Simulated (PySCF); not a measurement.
Cl4HSi2, SMILES Cl[SiH][Si](Cl)(Cl)Cl, multiplicity 2. Atoms are numbered in the order given.

```xyz
7

Cl     2.6226    -1.2652    -0.2117
Si     1.6261     0.4780    -0.6957
Si    -0.5480     0.2501     0.0443
Cl    -0.6509    -0.0643     2.0647
Cl    -1.4260    -1.3332    -0.9038
Cl    -1.5703     1.9668    -0.4087
H      2.3249     1.6368    -0.0676
```
Charge 0, spin multiplicity 2.

Geometry optimised at ωB97X-D3(BJ)/def2-SVP. The isomer is the one that the SMILES or the coordinates give; other isomers of the formula were not compared. One conformer was computed; it need not be the lowest.

Two levels are set side by side: PBE/pcH-1 (PySCF) and B3LYP/pcH-1 (PySCF). Contact hyperfine couplings, same geometry. Differences are taken from unrounded values.

```csv
quantity,B3LYP
"A(iso) of 35Cl, atom Cl1 (MHz)",11.6
"A(iso) of 29Si, atom Si2 (MHz)",-569.7
"A(iso) of 29Si, atom Si3 (MHz)",-131.9
"A(iso) of 35Cl, atom Cl4 (MHz)",12.4
"A(iso) of 35Cl, atom Cl5 (MHz)",-0.9
"A(iso) of 35Cl, atom Cl6 (MHz)",0.2
"A(iso) of 1H, atom H7 (MHz)",66.1
```

Task: What does PBE give, and how far is it from B3LYP? (Estimate from the structure and the level; the computed values follow.)

Result: 
| quantity | PBE | PBE minus B3LYP |
|---|---|---|
| A(iso) of 35Cl, atom Cl1 (MHz) | 8.1 | -3.5 |
| A(iso) of 29Si, atom Si2 (MHz) | -503.9 | 65.8 |
| A(iso) of 29Si, atom Si3 (MHz) | -116.1 | 15.8 |
| A(iso) of 35Cl, atom Cl4 (MHz) | 11.7 | -0.7 |
| A(iso) of 35Cl, atom Cl5 (MHz) | -0.8 | 0.1 |
| A(iso) of 35Cl, atom Cl6 (MHz) | 0.2 | 0.0 |
| A(iso) of 1H, atom H7 (MHz) | 51.8 | -14.3 |

Rough cost on one machine, each run with all the roots and properties that it gave: B3LYP against PBE within a factor of 2.
